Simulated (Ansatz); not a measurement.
`[F][Zr]([F])([Cl])[Cl]` and `C[S][Zr]([F])([F])[Cl]` differ in one atom or group.

Ansatz, PBE0-D4/def2-TZVP geometries, multiplicity 1. Each molecule was computed in one conformer, which needn't be the lowest.

Elements past krypton have def2 core potentials.

```json
{"property": "HOMO–LUMO gap (PBE0/def2-TZVPP) / eV", "`[F][Zr]([F])([Cl])[Cl]`": "7.62"}
{"property": "ideal-gas entropy at 298 K and 1 bar (rigid rotor, harmonic PBE0-D4/def2-TZVP) / J/(mol·K)", "`[F][Zr]([F])([Cl])[Cl]`": "360"}
{"property": "zero-point energy (PBE0-D4/def2-TZVP) / kJ/mol", "`[F][Zr]([F])([Cl])[Cl]`": "17.4"}
{"property": "HOMO–LUMO gap (ωB97M-V/def2-TZVPP) / eV", "`[F][Zr]([F])([Cl])[Cl]`": "12.00"}
{"property": "LUMO energy (PBE0/def2-TZVPP) / eV", "`[F][Zr]([F])([Cl])[Cl]`": "-2.18"}
{"property": "LUMO energy (PBE/def2-TZVPP) / eV", "`[F][Zr]([F])([Cl])[Cl]`": "-2.97"}
```

Problem. What does the change do to each property? (Best estimate.)

Solution. Ansatz gave: 
| property | `C[S][Zr]([F])([F])[Cl]` | shift |
| --- | --- | --- |
| HOMO–LUMO gap (PBE0/def2-TZVPP) / eV | 5.61 | -2.01 |
| ideal-gas entropy at 298 K and 1 bar (rigid rotor, harmonic PBE0-D4/def2-TZVP) / J/(mol·K) | 419 | 59 |
| zero-point energy (PBE0-D4/def2-TZVP) / kJ/mol | 115.8 | 98.4 |
| HOMO–LUMO gap (ωB97M-V/def2-TZVPP) / eV | 9.84 | -2.16 |
| LUMO energy (PBE0/def2-TZVPP) / eV | -2.10 | 0.08 |
| LUMO energy (PBE/def2-TZVPP) / eV | -2.90 | 0.07 |

With PBE0 the HOMO rises by 2.09 eV and the LUMO rises by 0.08 eV, so the gap narrows by about 2.01 eV. PBE moves the HOMO by 1.88 eV and ωB97M-V by 2.17 eV. The zero-point energy changes by 98.4 kJ/mol with +12 modes.
